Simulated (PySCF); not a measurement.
C₅H₈NPSi: full NMR table

- Formula: C5H8NPSi
- SMILES: C#CC(=C)/C=N\[SiH2]P
- InChI: InChI=1S/C5H8NPSi/c1-3-5(2)4-6-8-7/h1,4H,2,7-8H2/b6-4-
- Point group of the computed structure: C1
- Carbon signals: 5
- Proton signals: 6

Mapped SMILES: `[CH:1]#[C:2][C:3](=[CH2:4])/[CH:5]=[N:6]\[SiH2:7][PH2:8]`; H(Xn) means a hydrogen on atom n. Ha(C4) is cis to C2; Hb(C4) is trans to C2.

Calculated, not measured (PySCF): coordinates at the GFN2-xTB level, GIAO PBE0/pcSseg-1 shieldings. One conformer, non-relativistic Hamiltonian, gas phase, rapidly exchanging positions averaged.

Scale: TMS for $^{1}$H and $^{13}$C and $^{29}$Si; $^{31}$P against H3PO4; $^{15}$N vs NH3 (reference shieldings calculated alike).

```tsv
carbon	δC, type	δH (multiplicity)	HMBC from (2–3 bonds)	span of the C tensor (ppm)
C1	90.4, CH	2.83 (s)	–	174
C2	86.4, C	–	H(C5), Hb(C4), Ha(C4), H(C1)	294
C3	133.3, C	–	H(C5), Hb(C4), Ha(C4), H(C1)	197
C4	140.1, CH2	Hb(C4) 6.28 (m); Ha(C4) 6.27 (m)	H(C5)	233
C5	176.4, CH	8.87 (m)	Hb(C4), Ha(C4), H(Si7)	192
```

Other nuclei:
| atoms | nucleus | environment | δ (ppm) | σ (ppm) |
| --- | --- | --- | --- | --- |
| H(Si7) | $^{1}$H | hydrogen on a silicon bonded to N, P | 5.75 | 25.97 |
| H(P8) | $^{1}$H | hydrogen on a phosphorus bonded to Si | 1.15 | 30.56 |
| P8 | $^{31}$P | phosphorus bonded to Si, 2 H | -309.2 | 627.6 |
| Si7 | $^{29}$Si | silicon bonded to N, P, 2 H | -53.7 | 402.9 |
| N6 | $^{15}$N | imine nitrogen | 373.6 | -105.9 |

δC 176.4: C=N carbon. δC 140.1: terminal =CH2 carbon; an sp2 carbon of a C=C bond. δC 133.3: fully substituted alkene carbon; an sp2 carbon of a C=C bond. δC 90.4: terminal alkyne carbon; sp carbons lie upfield of alkene carbons because the cylindrical π system leaves one tensor component strongly shielded. δC 86.4: alkyne carbon; sp carbons lie upfield of alkene carbons because the cylindrical π system leaves one tensor component strongly shielded.

Splittings by $^{31}$P in the carbon and heteronuclear signals aren't shown, as no couplings were computed. Shifts are as computed. Against solution values, carbons near 30 ppm lie about +3 ppm off and those near 130 ppm about +5 ppm. Of 1309 compounds with measured shifts, 239 miss one by over three times the rms of a fit or turn the order of signals round; such compounds aren't used in these exercises. Experimental scales use liquid or dissolved standards, which lie at an offset from isolated NH3 (liquid NH3: subtract about 20 ppm) and H3PO4. Unscaled 15N shifts of sp2 nitrogen come out 20 to 40 ppm too high even then. No couplings were computed; multiplicities are counted from neighbouring protons, with m where these are inequivalent, close in shift, in a saturated or five-membered ring or joined by F or P, and br s for small geminal =CH2 splittings.
